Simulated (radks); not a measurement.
Task: Radial electron density D(r) = 4 pi r^2 rho(r) of an atom or ion with 3 electrons. Method: scalar-relativistic Kohn-Sham, exchange-only r2SCAN, spin-unpolarised, spherical densities, finite nucleus; meta-GGA in the generalised Kohn-Sham scheme; Fermi nuclear charge, rms radius of each element as measured or else 0.836 A^(1/3) + 0.57 fm; computed with a radial shooting solver on a logarithmic mesh with Libxc functionals.

```
   r/bohr * D(r) (the largest magnitude, 3.94, reaches the edge; | marks zero)
  0.01259 |*
  0.01397 |*
   0.0155 |*
  0.01706 | *
  0.01893 | *
    0.021 | *
   0.0233 |  *
  0.02586 |  *
  0.02846 |   *
  0.03158 |    *
  0.03505 |     *
  0.03889 |      *
  0.04315 |       *
  0.04788 |         *
   0.0527 |          *
  0.05848 |            *
  0.06489 |               *
    0.072 |                 *
  0.07989 |                    *
  0.08794 |                       *
  0.09758 |                          *
   0.1083 |                              *
   0.1201 |                                 *
   0.1333 |                                     *
   0.1467 |                                         *
   0.1628 |                                            *
   0.1807 |                                                *
   0.2005 |                                                   *
   0.2224 |                                                     *
   0.2448 |                                                      *
   0.2717 |                                                      *
   0.3015 |                                                     *
   0.3345 |                                                   *
   0.3712 |                                                *
   0.4118 |                                           *
   0.4533 |                                       *
    0.503 |                                 *
   0.5582 |                           *
   0.6193 |                     *
   0.6872 |                *
   0.7564 |            *
   0.8394 |         *
   0.9314 |      *
    1.033 |     *
    1.147 |    *
    1.262 |    *
    1.401 |    *
    1.554 |     *
    1.724 |     *
    1.913 |      *
    2.106 |     *
    2.337 |     *
    2.593 |    *
    2.877 |   *
    3.193 |  *
    3.543 | *
      3.9 |*
    4.327 |*
    4.801 *
    5.327 *
    5.911 *
    6.507 *
     7.22 *
    8.012 *
```

What is the nuclear charge?

Result: Z = 4. The innermost maximum, from 1s, lies near gamma/Z bohr with gamma = sqrt(1 - (Z/c)^2) = 1.000, here 0.25 bohr (found: 0.263), and its height grows with Z. The density is that of the beryllium ion Be+ in [He] 2s1; the configuration itself is not fixed sharply by these data. D(r) has 2 maxima, at r = 0.263, 1.91 bohr, and minima at 1.20 bohr, inside which lie 2.06 electrons.
